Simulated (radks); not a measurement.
Results of a calculation; reference values are marked as such.
Problem. Radial electron density D(r) = 4 pi r^2 rho(r) of an atom or ion with 53 electrons. Code: a radial shooting solver on a logarithmic mesh with Libxc functionals. Model: scalar-relativistic Kohn-Sham, SCAN, spin-unpolarised, spherical densities, finite nucleus; meta-GGA in the generalised Kohn-Sham scheme; Fermi nuclear charge, rms radius of each element as measured or else 0.836 A^(1/3) + 0.57 fm.

```
   r/bohr * D(r) (the largest magnitude, 89.1, reaches the edge; | marks zero)
 0.002589 |     *
 0.003453 |        *
 0.004606 |             *
 0.006143 |                   *
 0.008194 |                          *
  0.01093 |                                  *
  0.01458 |                                        *
  0.01944 |                                          *
  0.02593 |                                       *
  0.03458 |                                    *
  0.04613 |                                      *
  0.06152 |                                               *
  0.08205 |                                                      *
   0.1086 |                                                 *
   0.1448 |                                       *
   0.1931 |                                         *
   0.2576 |                                             *
   0.3436 |                              *
   0.4582 |               *
   0.6112 |                *
   0.8151 |               *
    1.087 |        *
     1.45 |   *
    1.934 |  *
     2.58 | *
     3.44 |*
    4.589 *
     6.12 *
    8.163 *
```

What is the nuclear charge?

Solution. Z = 53. The innermost maximum, from 1s, lies near gamma/Z bohr with gamma = sqrt(1 - (Z/c)^2) = 0.922, here 0.0174 bohr (found: 0.0191), and its height grows with Z. The density is that of neutral iodine in [Kr] 4d10 5s2 5p5; the configuration itself is not fixed sharply by these data, and Z only to a few units. D(r) has 4 maxima, at r = 0.0191, 0.0840, 0.244, 0.700 bohr, and minima at 0.0372, 0.159, 0.508 bohr, inside which lie 1.99, 11.17, 28.92 electrons.
